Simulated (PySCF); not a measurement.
C7H14Si.
InChI=1S/C7H14Si/c1-2-3-7-4-5-8-6-7/h2,7H,1,3-6,8H2/t7-/m0/s1

A linear-response calculation (PySCF, def2-SVPD basis, gas phase, vertical, core orbitals frozen in the response) gave these numbers; the functional is withheld.

Orbital energies (eV): HOMO-3 -10.34, HOMO-2 -9.95, HOMO-1 -9.49, HOMO -8.71, LUMO 1.23, LUMO+1 1.46, LUMO+2 1.53.

| state | E (eV) | f | main configurations (H = HOMO, L = LUMO) |
| --- | --- | --- | --- |
| S1 | 7.28 | 0.130 | H→L (44%), H→L+5 (19%), H→L+2 (17%) |
| S2 | 7.34 | 0.336 | H→L+1 (75%), H→L (9%) |
| S3 | 7.62 | 0.0054 | H→L+3 (66%), H→L+2 (13%) |
| S4 | 7.73 | 0.018 | H-1→L (73%), H-1→L+1 (10%) |
| S5 | 7.94 | 0.016 | H→L+5 (26%), H→L (25%), H-2→L (13%) |
| S6 | 8.06 | 0.066 | H-1→L+2 (58%) |

Triplets, Tamm–Dancoff:

| state | E (eV) | λ (nm) | main configurations (H = HOMO, L = LUMO) |
| --- | --- | --- | --- |
| T1 | 4.36 | 284.2 | H→L+1 (63%), H→L (21%) |
| T2 | 7.15 | 173.4 | H→L+5 (24%), H→L (21%), H→L+2 (17%) |
| T3 | 7.41 | 167.3 | H-1→L+2 (68%) |
| T4 | 7.50 | 165.2 | H-1→L (30%), H→L+3 (27%) |

Vertical ionisation energy by ΔSCF with the same functional: 9.49 eV. Mean static polarisability: 108.9 au.

Question: Which of these was used?
A. PBE
B. HF
C. CAM-B3LYP
D. PBE0

Answer: C. CAM-B3LYP is range-separated, 19% exact exchange at short range and 65% at long range (ω = 0.33 bohr⁻¹). In this run −ε(HOMO) = 8.71 eV differs from the ΔSCF value by -0.78 eV, and S1 differs from the orbital gap of 9.94 eV by -2.66 eV. The ratio −ε(HOMO)/IP is 0.92. Small neutral molecules mostly give 0.85 to 0.93 with CAM-B3LYP, 0.5 to 0.7 with PBE, 0.7 to 0.83 with PBE0; with Hartree–Fock the ratio is 1 or more (Koopmans' value less the relaxation energy is the ΔSCF value). The other options: PBE, a GGA without exact exchange; HF, time-dependent Hartree–Fock, 100% exact exchange; PBE0, a global hybrid with 25% exact exchange.

Computed, not measured: PySCF 2.14.0, density-fitted response routines, TDDFT CAM-B3LYP/def2-SVPD, vertical, gas phase, core orbitals frozen in the response. One conformer (not necessarily the lowest) at the PBE0-D3(BJ)/def2-SVP geometry, without solvent, vibrations or thermal averaging.

Hardware: an Arm Neoverse V2 with one thread, no GPU, shared host with 32 logical CPUs at a one-minute load of 9.5. Cost: 4.5 min of wall time (grids of density and orbitals included), 1.4 GiB resident at most.
